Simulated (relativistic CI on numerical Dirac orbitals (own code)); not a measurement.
**What each ingredient does to the levels of Sr³⁶⁺**

Base calculation: Dirac-Coulomb-Breit CI, separate exchange-only KLI orbitals for each configuration, a model potential for QED, unscaled Slater integrals.

CI space: 1s², 1s2s, 1s2p, 1s3s, 1s3p, 1s3d, 1s4s, 1s4p, 1s4d, 1s4f, 1s5s, 1s5p, 1s5d, 1s5f, 1s5g, 1s6s, 1s6p, 1s6d. Levels of other configurations are missing.

Variants: (1) P86 correlation estimate; (2) one mean potential for all configurations. Shifts of the energy above 1s² ¹S0, in eV, for the lowest level and the first level of each name with at least 55 % of one term (blank where a level changes its place among those of its configuration and J or its character, or is not in the variant):

| Level | Base | Δ(1) | Δ(2) |
| --- | --- | --- | --- |
| 1s² ¹S0 | 0.0 | 0.0 | 0.0 |
| 1s2s ³S1 | 14510.4 | +1.7 | -0.4 |
| 1s2p ³P°0 | 14558.3 | +1.8 | -0.5 |
| 1s2p ³P°1 | 14560.7 | +1.8 | -0.5 |
| 1s2s ¹S0 | 14561.4 | +1.7 | +0.3 |
| 1s2p ³P°2 | 14643.1 | +1.8 | -0.5 |
| 1s2p ¹P°1 | 14668.2 | +1.8 | -0.4 |
| 1s3s ³S1 | 17216.5 | +2.0 | -0.3 |
| 1s3p ³P°0 | 17229.7 | +2.0 | -0.4 |
| 1s3s ¹S0 | 17230.1 | +2.0 | -0.2 |
| 1s3p ³P°1 | 17230.3 | +2.0 | -0.3 |
| 1s3p ³P°2 | 17254.9 | +2.0 | -0.3 |
| 1s3d ³D2 | 17261.1 | +2.0 | -0.3 |
| 1s3d ³D1 | 17261.5 | +2.0 | -0.3 |
| 1s3p ¹P°1 | 17261.8 | +2.0 | -0.4 |
| 1s3d ³D3 | 17269.5 | +2.0 | -0.3 |
| 1s3d ¹D2 | 17270.1 | +2.0 | -0.3 |
| 1s4s ³S1 | 18154.1 | +2.3 | -0.3 |
| 1s4p ³P°0 | 18159.5 | +2.3 | -0.3 |
| 1s4s ¹S0 | 18159.6 | +2.3 | -0.3 |
| 1s4p ³P°1 | 18159.8 | +2.3 | -0.3 |
| 1s4p ³P°2 | 18170.1 | +2.3 | -0.3 |

At this charge energies of transitions that change n are usually good to better than 1 %, and those within a shell (Δn = 0) to a few per cent.

Ionisation energy from the two ground configurations alone: base 19343.6 eV. The NIST ASD value (theoretical) is 19345.6 eV.

LS names give the leading component of a level, which can be under half, so a name can repeat, a term be missing and a line seem to break the LS rules.
